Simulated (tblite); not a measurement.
A geometry optimisation, step by step.

CH9NPSi2 (doublet state).
Bonds: C1–N2, N2–Si3, N2–Si4, Si4–P5. Hydrogens: H6, H7 on C1; H8, H9, H10 on Si3; H11, H12 on Si4; H13, H14 on P5.

Computed with GFN2-xTB (tblite), gas phase: L-BFGS steps from a force-field or distance-geometry start until the largest atomic force falls under 0.01 eV/Å. 5 of its 174 geometries are shown.

Step 0: E = -423.4511 eV, largest atomic force 2.335 eV/Å
```
atom  x, y, z in Å  |  force x, y, z in eV/Å
C1     -1.636   -1.193   -0.210   -0.021  -0.379   2.304
N2     -0.773   -0.458    0.687   -0.188  -0.127  -2.208
Si3    -1.194    1.251    0.738   -0.860   0.500   0.190
Si4     0.897   -0.767    0.154    0.160  -1.185   0.600
P5      2.266    0.898    0.526    0.849   1.563   0.486
H6     -2.704   -1.196    0.128    1.067   0.211  -0.549
H7     -1.222   -2.195   -0.361   -0.398   0.378  -0.296
H8     -0.566    2.051   -0.323    0.042  -0.096   0.098
H9     -2.658    1.336    0.508    0.335  -0.149   0.053
H10    -0.937    1.775    2.078    0.213  -0.154  -0.052
H11     1.368   -1.950    0.929   -0.252   0.236  -0.093
H12     0.903   -1.151   -1.242   -0.021   0.012  -0.373
H13     2.922    1.200   -0.743   -0.231  -0.854   1.142
H14     3.332    0.398    1.390   -0.698   0.043  -1.302
```

Step 43: E = -424.4744 eV, largest atomic force 0.021 eV/Å
```
atom  x, y, z in Å  |  force x, y, z in eV/Å
C1     -1.627   -1.303    0.030    0.004  -0.002   0.001
N2     -0.710   -0.309    0.250   -0.006  -0.004   0.005
Si3    -1.237    1.315    0.685   -0.004   0.007   0.002
Si4     0.967   -0.759    0.083   -0.007  -0.007  -0.005
P5      2.193    1.026    0.626   -0.003   0.008   0.003
H6     -2.670   -1.100    0.151    0.009  -0.001  -0.009
H7     -1.283   -2.281   -0.228   -0.011   0.001   0.003
H8     -0.626    2.258   -0.251    0.012   0.007  -0.003
H9     -2.690    1.296    0.546   -0.020  -0.003  -0.004
H10    -0.840    1.584    2.068    0.006   0.002   0.010
H11     1.249   -1.882    0.992    0.003  -0.010   0.001
H12     1.200   -1.226   -1.295    0.006  -0.002   0.008
H13     2.855    1.096   -0.586    0.003   0.008  -0.007
H14     3.217    0.285    1.185    0.006  -0.004  -0.005
```

Step 86: E = -424.4830 eV, largest atomic force 0.042 eV/Å
```
atom  x, y, z in Å  |  force x, y, z in eV/Å
C1     -1.625   -1.292    0.015   -0.004  -0.003   0.003
N2     -0.696   -0.314    0.262   -0.002  -0.010   0.000
Si3    -1.215    1.313    0.692   -0.004  -0.012   0.000
Si4     0.977   -0.802    0.176    0.002  -0.001  -0.014
P5      2.234    0.953    0.737   -0.037   0.007   0.018
H6     -2.666   -1.046    0.009    0.011  -0.001   0.003
H7     -1.292   -2.280   -0.218    0.001  -0.011  -0.003
H8     -0.482    2.257   -0.153    0.016  -0.009   0.014
H9     -2.646    1.337    0.403   -0.010   0.020  -0.002
H10    -0.955    1.536    2.115    0.004   0.009   0.001
H11     1.238   -1.879    1.145   -0.021  -0.005   0.017
H12     1.227   -1.347   -1.170    0.012   0.012  -0.008
H13     2.506    1.355   -0.556    0.001   0.010  -0.031
H14     3.393    0.207    0.800    0.031  -0.006   0.003
```

Step 130: E = -424.4905 eV, largest atomic force 0.081 eV/Å
```
atom  x, y, z in Å  |  force x, y, z in eV/Å
C1     -1.624   -1.294    0.069   -0.011   0.033   0.006
N2     -0.678   -0.319    0.259    0.006   0.000   0.003
Si3    -1.209    1.298    0.706   -0.004   0.015   0.004
Si4     0.993   -0.821    0.199    0.000  -0.014  -0.019
P5      2.282    0.930    0.703   -0.032   0.011   0.074
H6     -2.658   -1.019    0.044    0.015  -0.026   0.003
H7     -1.317   -2.288   -0.175    0.028   0.010   0.007
H8     -0.237    2.238    0.148   -0.020  -0.024   0.016
H9     -2.527    1.453    0.094   -0.018   0.014  -0.017
H10    -1.301    1.400    2.165   -0.009  -0.003   0.005
H11     1.255   -1.844    1.226   -0.024  -0.001  -0.027
H12     1.232   -1.415   -1.129   -0.002   0.007   0.027
H13     2.336    1.458   -0.570    0.014   0.003  -0.072
H14     3.451    0.222    0.521    0.055  -0.026  -0.011
```

Step 173: E = -424.5169 eV, largest atomic force 0.008 eV/Å
```
atom  x, y, z in Å  |  force x, y, z in eV/Å
C1     -1.588   -1.287    0.197   -0.001   0.000   0.003
N2     -0.653   -0.302    0.365    0.000   0.000   0.000
Si3    -1.270    1.305    0.724    0.000   0.001  -0.002
Si4     1.013   -0.790    0.179   -0.001  -0.006  -0.005
P5      2.388    0.928    0.559    0.002   0.001   0.000
H6     -2.628   -1.044    0.249   -0.002  -0.003   0.002
H7     -1.269   -2.289    0.003   -0.003  -0.001   0.002
H8     -0.107    2.177    0.831    0.001  -0.002  -0.002
H9     -2.158    1.683   -0.382   -0.002   0.004  -0.002
H10    -2.043    1.211    1.966   -0.001  -0.001   0.001
H11     1.315   -1.825    1.182    0.002   0.001  -0.004
H12     1.157   -1.388   -1.161    0.002   0.004   0.005
H13     2.332    1.441   -0.724    0.002   0.002   0.004
H14     3.511    0.179    0.267    0.000   0.000   0.000
```

Problem. Summarise the path.

Solution. The energy falls by 1.0659 eV from step 0 to step 173; nine tenths of that is first reached at step 10. It rises by more than 0.2 meV at steps 74, 77, 80, 125, 128, 131 and 135. The largest force goes from 2.335 to 0.008 eV/Å. Among the bonds P5–H14 changes most, from 1.460 to 1.381 Å; the atoms move by 0.695 Å rms after alignment.

Problem. Follow the three bonds and two angles with the largest change from start to end.

Solution. 
```json
{"step": "0", "E above end (eV)": "1.0659", "largest force (eV/Å)": "2.335", "P5–H14 (Å)": "1.460", "C1–N2 (Å)": "1.445", "P5–H13 (Å)": "1.460", "Si4–P5–H14 (°)": "107.3", "Si3–N2–Si4 (°)": "113.6"}
{"step": "8", "E above end (eV)": "0.1370", "largest force (eV/Å)": "0.546", "P5–H14 (Å)": "1.384", "C1–N2 (Å)": "1.373", "P5–H13 (Å)": "1.386", "Si4–P5–H14 (°)": "97.1", "Si3–N2–Si4 (°)": "121.8"}
{"step": "15", "E above end (eV)": "0.0656", "largest force (eV/Å)": "0.168", "P5–H14 (Å)": "1.387", "C1–N2 (Å)": "1.372", "P5–H13 (Å)": "1.386", "Si4–P5–H14 (°)": "95.3", "Si3–N2–Si4 (°)": "122.8"}
{"step": "23", "E above end (eV)": "0.0465", "largest force (eV/Å)": "0.058", "P5–H14 (Å)": "1.381", "C1–N2 (Å)": "1.371", "P5–H13 (Å)": "1.383", "Si4–P5–H14 (°)": "94.0", "Si3–N2–Si4 (°)": "123.4"}
{"step": "30", "E above end (eV)": "0.0434", "largest force (eV/Å)": "0.044", "P5–H14 (Å)": "1.382", "C1–N2 (Å)": "1.370", "P5–H13 (Å)": "1.384", "Si4–P5–H14 (°)": "94.1", "Si3–N2–Si4 (°)": "123.4"}
{"step": "38", "E above end (eV)": "0.0428", "largest force (eV/Å)": "0.018", "P5–H14 (Å)": "1.382", "C1–N2 (Å)": "1.370", "P5–H13 (Å)": "1.383", "Si4–P5–H14 (°)": "94.6", "Si3–N2–Si4 (°)": "123.5"}
{"step": "45", "E above end (eV)": "0.0424", "largest force (eV/Å)": "0.016", "P5–H14 (Å)": "1.382", "C1–N2 (Å)": "1.371", "P5–H13 (Å)": "1.383", "Si4–P5–H14 (°)": "94.3", "Si3–N2–Si4 (°)": "123.3"}
{"step": "53", "E above end (eV)": "0.0420", "largest force (eV/Å)": "0.021", "P5–H14 (Å)": "1.382", "C1–N2 (Å)": "1.371", "P5–H13 (Å)": "1.383", "Si4–P5–H14 (°)": "94.2", "Si3–N2–Si4 (°)": "123.3"}
{"step": "60", "E above end (eV)": "0.0413", "largest force (eV/Å)": "0.040", "P5–H14 (Å)": "1.381", "C1–N2 (Å)": "1.370", "P5–H13 (Å)": "1.383", "Si4–P5–H14 (°)": "94.4", "Si3–N2–Si4 (°)": "123.1"}
{"step": "68", "E above end (eV)": "0.0403", "largest force (eV/Å)": "0.033", "P5–H14 (Å)": "1.382", "C1–N2 (Å)": "1.370", "P5–H13 (Å)": "1.385", "Si4–P5–H14 (°)": "94.3", "Si3–N2–Si4 (°)": "123.6"}
{"step": "75", "E above end (eV)": "0.0383", "largest force (eV/Å)": "0.066", "P5–H14 (Å)": "1.378", "C1–N2 (Å)": "1.371", "P5–H13 (Å)": "1.381", "Si4–P5–H14 (°)": "93.8", "Si3–N2–Si4 (°)": "123.7"}
{"step": "83", "E above end (eV)": "0.0347", "largest force (eV/Å)": "0.089", "P5–H14 (Å)": "1.385", "C1–N2 (Å)": "1.371", "P5–H13 (Å)": "1.386", "Si4–P5–H14 (°)": "93.2", "Si3–N2–Si4 (°)": "123.6"}
{"step": "90", "E above end (eV)": "0.0331", "largest force (eV/Å)": "0.023", "P5–H14 (Å)": "1.382", "C1–N2 (Å)": "1.372", "P5–H13 (Å)": "1.384", "Si4–P5–H14 (°)": "93.6", "Si3–N2–Si4 (°)": "123.5"}
{"step": "98", "E above end (eV)": "0.0324", "largest force (eV/Å)": "0.016", "P5–H14 (Å)": "1.381", "C1–N2 (Å)": "1.372", "P5–H13 (Å)": "1.383", "Si4–P5–H14 (°)": "93.5", "Si3–N2–Si4 (°)": "123.4"}
{"step": "105", "E above end (eV)": "0.0320", "largest force (eV/Å)": "0.023", "P5–H14 (Å)": "1.381", "C1–N2 (Å)": "1.372", "P5–H13 (Å)": "1.384", "Si4–P5–H14 (°)": "93.5", "Si3–N2–Si4 (°)": "123.2"}
{"step": "113", "E above end (eV)": "0.0315", "largest force (eV/Å)": "0.020", "P5–H14 (Å)": "1.382", "C1–N2 (Å)": "1.372", "P5–H13 (Å)": "1.383", "Si4–P5–H14 (°)": "93.9", "Si3–N2–Si4 (°)": "123.2"}
{"step": "120", "E above end (eV)": "0.0308", "largest force (eV/Å)": "0.053", "P5–H14 (Å)": "1.380", "C1–N2 (Å)": "1.371", "P5–H13 (Å)": "1.384", "Si4–P5–H14 (°)": "93.7", "Si3–N2–Si4 (°)": "123.3"}
{"step": "128", "E above end (eV)": "0.0314", "largest force (eV/Å)": "0.286", "P5–H14 (Å)": "1.376", "C1–N2 (Å)": "1.372", "P5–H13 (Å)": "1.377", "Si4–P5–H14 (°)": "93.3", "Si3–N2–Si4 (°)": "124.4"}
{"step": "135", "E above end (eV)": "0.0214", "largest force (eV/Å)": "0.361", "P5–H14 (Å)": "1.379", "C1–N2 (Å)": "1.370", "P5–H13 (Å)": "1.378", "Si4–P5–H14 (°)": "92.2", "Si3–N2–Si4 (°)": "126.5"}
{"step": "143", "E above end (eV)": "0.0079", "largest force (eV/Å)": "0.053", "P5–H14 (Å)": "1.381", "C1–N2 (Å)": "1.369", "P5–H13 (Å)": "1.383", "Si4–P5–H14 (°)": "93.1", "Si3–N2–Si4 (°)": "127.2"}
{"step": "150", "E above end (eV)": "0.0040", "largest force (eV/Å)": "0.042", "P5–H14 (Å)": "1.382", "C1–N2 (Å)": "1.369", "P5–H13 (Å)": "1.384", "Si4–P5–H14 (°)": "92.8", "Si3–N2–Si4 (°)": "127.6"}
{"step": "158", "E above end (eV)": "0.0020", "largest force (eV/Å)": "0.069", "P5–H14 (Å)": "1.383", "C1–N2 (Å)": "1.368", "P5–H13 (Å)": "1.384", "Si4–P5–H14 (°)": "92.7", "Si3–N2–Si4 (°)": "127.9"}
{"step": "165", "E above end (eV)": "0.0008", "largest force (eV/Å)": "0.030", "P5–H14 (Å)": "1.382", "C1–N2 (Å)": "1.368", "P5–H13 (Å)": "1.383", "Si4–P5–H14 (°)": "92.7", "Si3–N2–Si4 (°)": "127.8"}
{"step": "173", "E above end (eV)": "0.0000", "largest force (eV/Å)": "0.008", "P5–H14 (Å)": "1.381", "C1–N2 (Å)": "1.368", "P5–H13 (Å)": "1.384", "Si4–P5–H14 (°)": "92.7", "Si3–N2–Si4 (°)": "127.7"}
```

The cost below is that of the whole relaxation. Time: 0.96 s of wall time. Hardware: an Arm Neoverse V2 with one thread, no GPU, shared host with 96 logical CPUs at a one-minute load of 61.
